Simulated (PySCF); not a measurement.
**Ag: interval between two levels**

Ag [Kr] 4d10 5s1 [2S1/2, M_J = 1/2] → Ag [Kr] 4d9 5s2 [2D5/2, M_J = 5/2], as a difference of total energies. All numbers are calculated (PySCF 2.14, the two-component X2C-1e Hamiltonian, in x2c-TZVPall-2c (8s9p7d1f, 77 functions)). Correlated levels: [Ar] 3d10 frozen; the 6 highest virtual spinors dropped. "Screened" scales the spin-orbit matrix elements by Boettger's factors to mimic the two-electron term; Breit and QED terms are absent.

```csv
method,interval between two levels (cm⁻¹),error (cm⁻¹)
GHF (spin-free),30799,+557
GMP2 (spin-free),31932,+1689
GHF (screened spin-orbit),28961,-1282
GMP2 (screened spin-orbit),30000,-243
```

Reference: 30242 cm⁻¹ (measured; NIST Handbook of Basic Atomic Spectroscopic Data (Sansonetti and Martin, J. Phys. Chem. Ref. Data 34, 1559 (2005))).

The spin-free rows lack the spin-orbit shift.

Errors of the correlated levels include the incompleteness of this basis and the frozen core.
